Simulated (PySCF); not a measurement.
Pt(OH)2 (H2O2Pt), SMILES [OH][Pt][OH] (connectivity only; charge and spin as stated), neutral, multiplicity 3. Coordinates come from a B3LYP-D3(BJ)/def2-TZVP optimisation. The spin state was assumed, not searched. The def2 effective core potentials stand for the cores of Pt; spin–orbit coupling is left out. The values are those of a single conformer.

Method: B3LYP-D3(BJ)/def2-TZVP (PySCF 2.14.0).

Harmonic wavenumbers (cm⁻¹): 157, 211, 342, 630, 632, 690, 704, 3805, 3807. Rotational constants (GHz): 280.0, 4.091, 4.069; symmetry number 2.

Work out the zero-point energy and the ideal-gas rigid-rotor harmonic-oscillator thermochemistry at 298.15 K and 1 atm.

ZPE = ½ Σ hcν = ½ × 10979 cm⁻¹ = 65.67 kJ/mol. H − E(el) = 80.99 kJ/mol. Entropy in J/(mol K): translation 176.52, rotation 85.28, vibration 30.26, spin 9.13, total 301.19. G − E(el) = -8.81 kJ/mol. Cp = 70.55 J/(mol K).
